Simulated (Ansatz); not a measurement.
`CC(C)[O][Zr]([OH])([OH])[O]C(C)C`, relaxed with RKS PBE0-D4/def2-TZVP in Ansatz 0.2.0 from a GFN2-xTB geometry. The force threshold is 0.005 eV/Å; the program also tests the step.

Charge 0, multiplicity 1. Zr: def2 effective core potential.

Start:

```xyz
27

C    -1.767   -1.444   -1.684
C    -1.842    0.036   -1.244
C    -1.261    0.943   -2.345
O    -1.136    0.223   -0.054
Zr    0.537   -0.694   -0.162
O     1.393   -0.881   -1.866
O     0.391   -2.479    0.503
O     2.027    0.124    0.710
C     1.649    0.744    1.899
C     0.966    2.090    1.596
C     0.689   -0.169    2.696
H    -2.478   -1.648   -2.484
H    -2.002   -2.081   -0.822
H    -0.748   -1.670   -2.036
H    -2.900    0.309   -1.067
H    -0.200    0.689   -2.482
H    -1.342    1.987   -2.038
H    -1.797    0.808   -3.283
H     2.352   -0.782   -1.801
H     1.125   -3.071    0.293
H     2.560    0.926    2.504
H     0.678    2.598    2.515
H     1.655    2.727    1.041
H     0.076    1.900    0.982
H     1.147   -1.158    2.807
H     0.488    0.245    3.684
H    -0.258   -0.271    2.138
```

Task: How much energy does the relaxation release, and in how many steps? (Estimate.)

Result: Computed: 135.68 kJ/mol, in 79 steps, 7 of them rejected.

Task: Which bonds change most? (Estimate.)

Result: Computed: C9–C11 from 1.546 to 1.517 Å; C1–C2 from 1.546 to 1.517 Å; Zr5–O7 from 1.910 to 1.935 Å; C2–C3 from 1.540 to 1.517 Å.

Task: Give the relaxed structure. (Estimate.)

Result: The calculation gave: 
```xyz
27

C    -1.575   -0.864   -3.266
C    -1.839   -0.538   -1.808
C    -1.991    0.954   -1.574
O    -0.806   -1.040   -1.014
Zr    0.779   -1.534   -0.044
O     2.167   -2.031   -1.298
O     0.384   -3.004    1.152
O     1.347   -0.014    0.986
C     1.565    1.081    1.826
C     0.447    2.092    1.657
C     1.699    0.611    3.262
H    -2.398   -0.520   -3.897
H    -1.461   -1.941   -3.402
H    -0.654   -0.377   -3.600
H    -2.770   -1.036   -1.500
H    -1.080    1.477   -1.879
H    -2.166    1.159   -0.516
H    -2.829    1.355   -2.148
H     2.962   -2.142   -1.808
H     0.027   -3.739    1.638
H     2.512    1.551    1.522
H     0.629    2.980    2.268
H     0.366    2.402    0.613
H    -0.507    1.653    1.960
H     2.504   -0.122    3.351
H     1.919    1.449    3.927
H     0.769    0.140    3.592
```
